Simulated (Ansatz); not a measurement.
One change: `O[SiH2][SeH]` becomes `FCO[SiH2][SeH]`.

Ansatz, PBE0-D4/def2-TZVP geometries, multiplicity 1. Each molecule was computed in one conformer, which needn't be the lowest.

Scalar relativity is left out up to krypton.

```tsv
property	`O[SiH2][SeH]`
LUMO energy (PBE/def2-TZVPP) / eV	-1.00
HOMO energy (B3LYP/def2-TZVPP) / eV	-7.02
size of the dipole moment (PBE/def2-TZVPP) / D	1.45
HOMO energy (PBE/def2-TZVPP) / eV	-6.12
LUMO energy (ωB97M-V/def2-TZVPP) / eV	1.63
HOMO–LUMO gap (PBE/def2-TZVPP) / eV	5.12
```

(1) Give the same properties after the change, and the shifts. (Best estimate.)

Results:

(1) Computed: 
```
                                      property  `FCO[SiH2][SeH]`  shift
             LUMO energy (PBE/def2-TZVPP) / eV             -0.98   0.02
           HOMO energy (B3LYP/def2-TZVPP) / eV             -7.18  -0.16
size of the dipole moment (PBE/def2-TZVPP) / D              1.46   0.01
             HOMO energy (PBE/def2-TZVPP) / eV             -6.28  -0.16
         LUMO energy (ωB97M-V/def2-TZVPP) / eV              1.71   0.08
           HOMO–LUMO gap (PBE/def2-TZVPP) / eV              5.30   0.18
```

Dipoles are sizes alone; their direction can turn.

B3LYP here is the variant with VWN-RPA as its local correlation; programs differ in this.

Spin–orbit coupling is left out; it splits and shifts lone-pair levels of the heavy atoms by tenths of an eV.
